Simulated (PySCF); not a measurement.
Calculation: PySCF with TPSSh-D3(BJ)/def2-TZVP // CAM-B3LYP-D3(BJ)/def2-TZVP. All species are isolated molecules in the gas phase. One relaxed conformer stands for a flexible species; it need not be the lowest. 

Reference species (SMILES): `C=C(Cl)C[SiH3]` (Cl–C–C–Si torsion 74°) (neutral, multiplicity 1).

```
Property         Result
-------------  --------
HOMO           -6.59 eV
HOMO–LUMO gap   5.99 eV
```

Changed species: `C(/Cl)(C)=C\[SiH3]`.

Problem. Give the shifts of the HOMO and HOMO–LUMO gap.

Solution. the HOMO falls by 0.22 eV, to -6.81 eV; the HOMO–LUMO gap falls by 0.34 eV, to 5.65 eV.
